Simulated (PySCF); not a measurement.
Zn(Cl)(OSiH3) (ClH3OSiZn), SMILES [SiH3][O][Zn][Cl]. Atoms are numbered in the order given.

```xyz
7

Zn     0.1301    -0.4775     0.0000
Cl    -0.2010    -2.5527     0.0000
O      0.5077     1.2470     0.0000
Si    -0.2265     2.7237     0.0000
H     -1.0944     2.9091     1.2065
H      0.8113     3.7946     0.0000
H     -1.0944     2.9091    -1.2065
```

Geometry: B3LYP-D3(BJ)/def2-SVP. The structure was generated by enumeration; whether it is a known compound was not checked. One conformer was computed; it need not be the lowest.

Level of theory: PBE/def2-TZVP (PySCF).

ESP charges are fitted to the potential on shells at 1.4 to 2.0 van der Waals radii. Atomic charges (e):

```csv
atom,ESP fit,Mulliken
Zn1,0.71,?
Cl2,-0.33,?
O3,-0.46,-0.40
Si4,0.25,0.29
H5,-0.07,?
H6,-0.03,?
H7,-0.07,?
```

Task: What belongs in the gaps? (Estimate from the structure and the level; the computed values follow.)

Result: 
- Zn1, Mulliken: 0.50
- Cl2, Mulliken: -0.26
- H5, Mulliken: -0.05
- H6, Mulliken: -0.04
- H7, Mulliken: -0.05
